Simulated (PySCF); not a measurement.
## Distorted geometries of [TaO2Cl2]−

[TaO2Cl2]− (singlet). PySCF 2.14.0, RKS PBE0, Ta def2-SVP with ECP60, O def2-SVP, Cl def2-SVP; non-relativistic Hamiltonian with scalar-relativistic core potentials where named; density fitting; no spin-orbit coupling. Relaxed geometry:

```xyz
5

Ta    0.0000    0.0000    0.1711
O     0.9943    0.9943    1.2147
O    -0.9943   -0.9943    1.2147
Cl    1.4071   -1.4071   -1.1612
Cl   -1.4071    1.4071   -1.1612
```

Q: Order these distorted geometries by energy above the relaxed one, lowest first.
A.
```xyz
5

Ta    0.0825    0.0095    0.2448
O     0.9763    0.9682    1.2533
O    -1.0006   -0.9327    1.1795
Cl    1.4513   -1.4540   -1.1788
Cl   -1.5094    1.4089   -1.2206
```
B.
```xyz
5

Ta    0.1439    0.1428    0.2357
O     0.9702    1.0006    1.2611
O    -1.1339   -1.2567    1.1734
Cl    1.3462   -1.3152   -1.2182
Cl   -1.3263    1.4285   -1.1738
```
C.
```xyz
5

Ta   -0.1076    0.0403    0.0329
O     0.9794    0.9881    1.2654
O    -0.8531   -1.1053    1.1175
Cl    1.4217   -1.4041   -1.0602
Cl   -1.4403    1.4810   -1.0774
```

A: A (0.55 eV), C (0.82 eV), B (2.94 eV).

Q: Which forces (eV/Å) act in the one that lies 2.94 eV up?

A: 
```
Ta  -12.15 -12.34  -6.25
O     6.89   6.97   8.42
O     4.37   4.89  -2.55
Cl    0.50   0.29   0.09
Cl    0.39   0.19   0.30
```
Forces carry noise of the integration grid, about 0.01 to 0.03 eV/Å.
